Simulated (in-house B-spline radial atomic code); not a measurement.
# RPA and G0W0 on B3LYP (VWN-RPA): Cs IX (Cs8+)

Configuration [Kr] 4d10 5s1, highest spin, mean-field start B3LYP (VWN-RPA). Computed with a B-spline radial code for spherical atoms: all electrons, scalar-relativistic (spin-free one-electron X2C), finite nucleus, each spin shell either full or empty, empty states to l = 9 with an (l + 1/2)⁻⁴ tail; G0W0 by contour deformation at full frequency.

Command:
```bash
python run_gw.py task.json out
```
Settings (radii: box in bohr, nucleus in fm):
```
Z                        55
electrons                47
configuration            [Kr] 4d10 5s1
hamiltonian              x2c
method                   b3lyp
lmax                     9
rms_radius               4.8041
spin_polarised           True
box_radius               7.7
intervals                66
ion_configuration        [Kr] 4d10
```

Run time, properties included: 12 s on 1 thread of Arm Neoverse N1 (shared host).

Energies (hartree):

| term | value |
| --- | --- |
| mean-field total | -7770.61726 |
| Hartree-Fock functional on these orbitals | -7767.80552 |
| direct second order | -4.2183 |
| second-order exchange | 1.1659 |
| SOSEX correction | 1.1004 |

(1) What is the RPA correlation energy, and what remains with SOSEX?

Quasi-particle levels (eV):

| level | occupied | mean field | Σx - vxc | Σc | QP weight | G0W0 |
| --- | --- | --- | --- | --- | --- | --- |
| 5s up | yes | -121.15 | -2.92 | ? | ? | ? |
| 4d down | yes | -182.54 | -10.56 | 0.27 | 0.966 | -192.83 |
| 4d up | yes | -182.90 | -10.63 | 0.28 | 0.960 | -193.25 |
| 5s down | no | -117.03 | 9.01 | -3.17 | 0.968 | -111.19 |

G0W0 = mean field + (Σx - vxc) + Σc, with Σc (partial-wave tail included) taken at the quasi-particle energy. Only the outer levels were computed. Levels of low weight are left out.

(2) Where does G0W0 put 5s up?

(3) What does it cost to remove one electron (to [Kr] 4d10) by differences of total energies, each species on its own start (correlation terms add to the Hartree-Fock functional)?

Answers

(1) RPA gives -3.7878 hartree (-2.19 eV per electron); RPA + SOSEX gives -2.6874, and the second-order doubles -3.0524 hartree (no singles). SOSEX takes back 29 % of the RPA value.

(2) At -126.54 eV, with Σc = -2.48 eV and a quasi-particle weight of 0.978. The tabulated removal energy is 125.61 ± 0.09 eV (NIST, semi-empirical); the calculation leaves out spin-orbit coupling, Breit and QED terms, and what these don't explain is the method's own error.

(3) B3LYP (VWN-RPA) 126.81 eV, Hartree-Fock functional 123.83 eV, + RPA 126.25 eV, + RPA + SOSEX 125.51 eV, + second order 126.47 eV. Tabulated: 125.61 ± 0.09 eV (NIST, semi-empirical); the calculation leaves out spin-orbit coupling, Breit and QED terms, and what these don't explain is the method's own error.
